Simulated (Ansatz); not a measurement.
Born–Oppenheimer molecular dynamics of a periodic cell of 22 atoms, Si$_{16}$H$_{4}$CO (surface Si(111), underside capped with H, adsorbate CO, incident energy 0.1 eV, 20° from the normal). It starts from an unrelaxed structure (largest force component 2.55 eV/Å).

Level of theory: DFT PBE-D3(BJ), scalar-relativistic, plane waves, PAW (Ansatz 0.2.0). Settings: accuracy low, PAW set soft_1, cutoff 420 eV, k mesh 2x2x1, fermi-dirac smearing 0.05 eV, no spin polarisation.

| Property | Result |
| --- | --- |
| ensemble | NVE (velocity Verlet) |
| time step | 0.5 fs |
| steps asked | 180 |
| starting velocities | zero, but for any typed in the input |
| atoms held | 1 to 8 |
| seed | 328386 |

Frames 0.5 fs apart, positions in Å.

Velocities at 10.0 fs (Å/ps):

```
H 0.00 0.00 0.00
H 0.00 0.00 0.00
H 0.00 0.00 0.00
H 0.00 0.00 0.00
Si 0.00 0.00 0.00
Si 0.00 0.00 0.00
Si 0.00 0.00 0.00
Si 0.00 0.00 0.00
Si -0.06 0.11 -0.64
Si 0.03 0.02 -0.66
Si -0.01 -0.01 -0.61
Si 0.06 -0.11 -0.64
Si 0.06 -0.03 2.06
Si -0.08 -0.05 1.91
Si 0.01 0.01 1.90
Si 0.01 0.06 2.06
Si 0.00 0.00 -2.08
Si 0.00 0.03 -2.16
Si 0.03 -0.02 -2.16
Si -0.07 -0.04 -2.43
C 3.03 0.11 -12.29
O 2.76 -0.04 -4.93
```

```xyz
22
Lattice="7.6792 0.0000 0.0000 3.8396 6.6504 0.0000 0.0000 0.0000 18.4188" Properties=species:S:1:pos:R:3 time_fs=10.0 energy_less_start_eV=-0.080 T=100
H 1.920 1.108 1.000
H 5.759 1.108 1.000
H 3.840 4.434 1.000
H 7.679 4.434 1.000
Si 1.920 1.108 2.500
Si 5.759 1.108 2.500
Si 3.840 4.434 2.500
Si 7.679 4.434 2.500
Si 0.000 2.217 3.280
Si 3.840 2.217 3.280
Si 1.920 5.542 3.280
Si 5.760 5.541 3.280
Si 0.000 2.217 5.646
Si 3.839 2.217 5.645
Si 1.920 5.542 5.645
Si 5.759 5.542 5.646
Si 0.000 0.000 6.408
Si 3.840 0.000 6.408
Si 1.920 3.325 6.408
Si 5.759 3.325 6.406
C 6.795 3.919 10.222
O 6.794 3.918 11.345
22
Lattice="7.6792 0.0000 0.0000 3.8396 6.6504 0.0000 0.0000 0.0000 18.4188" Properties=species:S:1:pos:R:3 time_fs=10.5 energy_less_start_eV=-0.091 T=105
H 1.920 1.108 1.000
H 5.759 1.108 1.000
H 3.840 4.434 1.000
H 7.679 4.434 1.000
Si 1.920 1.108 2.500
Si 5.759 1.108 2.500
Si 3.840 4.434 2.500
Si 7.679 4.434 2.500
Si 0.000 2.217 3.280
Si 3.840 2.217 3.280
Si 1.920 5.542 3.280
Si 5.760 5.541 3.280
Si 0.000 2.217 5.647
Si 3.839 2.216 5.646
Si 1.920 5.542 5.646
Si 5.759 5.542 5.647
Si 0.000 0.000 6.407
Si 3.840 0.000 6.407
Si 1.920 3.325 6.407
Si 5.759 3.325 6.405
C 6.797 3.919 10.216
O 6.795 3.918 11.342
22
Lattice="7.6792 0.0000 0.0000 3.8396 6.6504 0.0000 0.0000 0.0000 18.4188" Properties=species:S:1:pos:R:3 time_fs=11.0 energy_less_start_eV=-0.100 T=110
H 1.920 1.108 1.000
H 5.759 1.108 1.000
H 3.840 4.434 1.000
H 7.679 4.434 1.000
Si 1.920 1.108 2.500
Si 5.759 1.108 2.500
Si 3.840 4.434 2.500
Si 7.679 4.434 2.500
Si 0.000 2.217 3.280
Si 3.840 2.217 3.280
Si 1.920 5.542 3.280
Si 5.760 5.541 3.280
Si 0.000 2.217 5.648
Si 3.839 2.216 5.647
Si 1.920 5.542 5.647
Si 5.759 5.542 5.648
Si 0.000 0.000 6.406
Si 3.840 0.000 6.405
Si 1.920 3.325 6.405
Si 5.759 3.325 6.404
C 6.798 3.919 10.209
O 6.797 3.918 11.340
22
Lattice="7.6792 0.0000 0.0000 3.8396 6.6504 0.0000 0.0000 0.0000 18.4188" Properties=species:S:1:pos:R:3 time_fs=11.5 energy_less_start_eV=-0.107 T=114
H 1.920 1.108 1.000
H 5.759 1.108 1.000
H 3.840 4.434 1.000
H 7.679 4.434 1.000
Si 1.920 1.108 2.500
Si 5.759 1.108 2.500
Si 3.840 4.434 2.500
Si 7.679 4.434 2.500
Si 0.000 2.217 3.279
Si 3.840 2.217 3.279
Si 1.920 5.542 3.279
Si 5.760 5.541 3.279
Si 0.000 2.217 5.649
Si 3.839 2.216 5.648
Si 1.920 5.542 5.648
Si 5.759 5.542 5.649
Si 0.000 0.000 6.405
Si 3.840 0.000 6.404
Si 1.920 3.325 6.404
Si 5.759 3.325 6.402
C 6.800 3.919 10.202
O 6.798 3.918 11.338
22
Lattice="7.6792 0.0000 0.0000 3.8396 6.6504 0.0000 0.0000 0.0000 18.4188" Properties=species:S:1:pos:R:3 time_fs=12.0 energy_less_start_eV=-0.111 T=117
H 1.920 1.108 1.000
H 5.759 1.108 1.000
H 3.840 4.434 1.000
H 7.679 4.434 1.000
Si 1.920 1.108 2.500
Si 5.759 1.108 2.500
Si 3.840 4.434 2.500
Si 7.679 4.434 2.500
Si -0.001 2.218 3.279
Si 3.840 2.217 3.279
Si 1.920 5.542 3.279
Si 5.760 5.541 3.279
Si 0.000 2.217 5.650
Si 3.839 2.216 5.649
Si 1.920 5.542 5.649
Si 5.759 5.542 5.650
Si 0.000 0.000 6.404
Si 3.840 0.000 6.403
Si 1.920 3.325 6.403
Si 5.759 3.325 6.401
C 6.801 3.919 10.196
O 6.800 3.918 11.336
22
Lattice="7.6792 0.0000 0.0000 3.8396 6.6504 0.0000 0.0000 0.0000 18.4188" Properties=species:S:1:pos:R:3 time_fs=12.5 energy_less_start_eV=-0.113 T=118
H 1.920 1.108 1.000
H 5.759 1.108 1.000
H 3.840 4.434 1.000
H 7.679 4.434 1.000
Si 1.920 1.108 2.500
Si 5.759 1.108 2.500
Si 3.840 4.434 2.500
Si 7.679 4.434 2.500
Si -0.001 2.218 3.279
Si 3.840 2.217 3.278
Si 1.920 5.542 3.279
Si 5.760 5.541 3.279
Si 0.001 2.217 5.651
Si 3.839 2.216 5.650
Si 1.920 5.542 5.650
Si 5.759 5.543 5.651
Si 0.000 0.000 6.402
Si 3.840 0.000 6.402
Si 1.920 3.325 6.402
Si 5.759 3.325 6.400
C 6.803 3.920 10.189
O 6.801 3.918 11.334
22
Lattice="7.6792 0.0000 0.0000 3.8396 6.6504 0.0000 0.0000 0.0000 18.4188" Properties=species:S:1:pos:R:3 time_fs=13.0 energy_less_start_eV=-0.114 T=118
H 1.920 1.108 1.000
H 5.759 1.108 1.000
H 3.840 4.434 1.000
H 7.679 4.434 1.000
Si 1.920 1.108 2.500
Si 5.759 1.108 2.500
Si 3.840 4.434 2.500
Si 7.679 4.434 2.500
Si -0.001 2.218 3.278
Si 3.840 2.217 3.278
Si 1.920 5.542 3.278
Si 5.760 5.541 3.278
Si 0.001 2.217 5.653
Si 3.839 2.216 5.651
Si 1.920 5.542 5.651
Si 5.759 5.543 5.653
Si 0.000 0.000 6.401
Si 3.840 0.000 6.400
Si 1.920 3.325 6.400
Si 5.759 3.325 6.398
C 6.804 3.920 10.183
O 6.802 3.918 11.331
22
Lattice="7.6792 0.0000 0.0000 3.8396 6.6504 0.0000 0.0000 0.0000 18.4188" Properties=species:S:1:pos:R:3 time_fs=13.5 energy_less_start_eV=-0.113 T=118
H 1.920 1.108 1.000
H 5.759 1.108 1.000
H 3.840 4.434 1.000
H 7.679 4.434 1.000
Si 1.920 1.108 2.500
Si 5.759 1.108 2.500
Si 3.840 4.434 2.500
Si 7.679 4.434 2.500
Si -0.001 2.218 3.278
Si 3.840 2.217 3.278
Si 1.920 5.542 3.278
Si 5.760 5.541 3.278
Si 0.001 2.216 5.654
Si 3.839 2.216 5.653
Si 1.920 5.542 5.652
Si 5.759 5.543 5.654
Si 0.000 0.000 6.400
Si 3.840 0.000 6.399
Si 1.920 3.325 6.399
Si 5.759 3.325 6.397
C 6.806 3.920 10.176
O 6.804 3.918 11.329
22
Lattice="7.6792 0.0000 0.0000 3.8396 6.6504 0.0000 0.0000 0.0000 18.4188" Properties=species:S:1:pos:R:3 time_fs=14.0 energy_less_start_eV=-0.112 T=117
H 1.920 1.108 1.000
H 5.759 1.108 1.000
H 3.840 4.434 1.000
H 7.679 4.434 1.000
Si 1.920 1.108 2.500
Si 5.759 1.108 2.500
Si 3.840 4.434 2.500
Si 7.679 4.434 2.500
Si -0.001 2.218 3.277
Si 3.840 2.217 3.277
Si 1.920 5.542 3.278
Si 5.760 5.541 3.277
Si 0.001 2.216 5.655
Si 3.839 2.216 5.654
Si 1.920 5.542 5.654
Si 5.759 5.543 5.655
Si 0.000 0.000 6.398
Si 3.840 0.000 6.398
Si 1.920 3.325 6.398
Si 5.759 3.325 6.395
C 6.808 3.920 10.171
O 6.805 3.918 11.326
22
Lattice="7.6792 0.0000 0.0000 3.8396 6.6504 0.0000 0.0000 0.0000 18.4188" Properties=species:S:1:pos:R:3 time_fs=14.5 energy_less_start_eV=-0.112 T=117
H 1.920 1.108 1.000
H 5.759 1.108 1.000
H 3.840 4.434 1.000
H 7.679 4.434 1.000
Si 1.920 1.108 2.500
Si 5.759 1.108 2.500
Si 3.840 4.434 2.500
Si 7.679 4.434 2.500
Si -0.001 2.218 3.277
Si 3.840 2.217 3.277
Si 1.920 5.542 3.277
Si 5.760 5.541 3.277
Si 0.001 2.216 5.657
Si 3.839 2.216 5.655
Si 1.920 5.542 5.655
Si 5.759 5.543 5.657
Si 0.000 0.000 6.397
Si 3.840 0.000 6.396
Si 1.920 3.325 6.396
Si 5.759 3.325 6.393
C 6.809 3.920 10.165
O 6.806 3.918 11.323
```

Of the whole run (90 fs, mean temperature of the second half 187 K): The conserved energy stayed within 0.016 meV per atom of its start (net change -0.015 meV per atom), so the integration is sound. A run of 0.09 ps of so small a system gives no equilibrium averages. Limits of this set-up: coarse k mesh, slab without dipole correction, low accuracy level.

Run time: 25 min on 1 thread of Arm Neoverse V2, with other jobs on the host, peak memory 1.1 GiB.
